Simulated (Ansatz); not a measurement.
GaF₃, relaxed as a singlet with RKS PBE-D4/def2-TZVP in Ansatz, starting from the GFN2-xTB geometry. Force threshold 0.02 eV/Å.

Start:

Cartesian coordinates in Å:
```
Ga 0.000 -0.001 0.000
F 1.088 1.315 0.294
F -1.074 0.055 -1.357
F -0.014 -1.369 1.063
```

Task: Estimate the energy that the relaxation releases and the steps that it takes.

Result: 0.2 kcal/mol, in 4 steps; 4.2 s on 4 threads of Arm Neoverse V1 on a shared host. No frequencies were taken in this run, so the end may be a saddle point.

Task: Does the start keep its bonding and symmetry?

Result: By distances, no bond broke or formed. The bond that changes most is Ga1–F4, from 1.73 to 1.75 Å (atoms count from 1). Point group D3h at the start, D3h at the end, both within 0.05 Å.

Task: Predict the relaxed structure.

Result: 
```tsv
atom	x (Å)	y (Å)	z (Å)
Ga1	0.0000	-0.0004	0.0003
F2	1.0968	1.3254	0.2971
F3	-1.0831	0.0546	-1.3682
F4	-0.0137	-1.3796	1.0708
```
Bond lengths: 3 × F–Ga 1.75 Å.
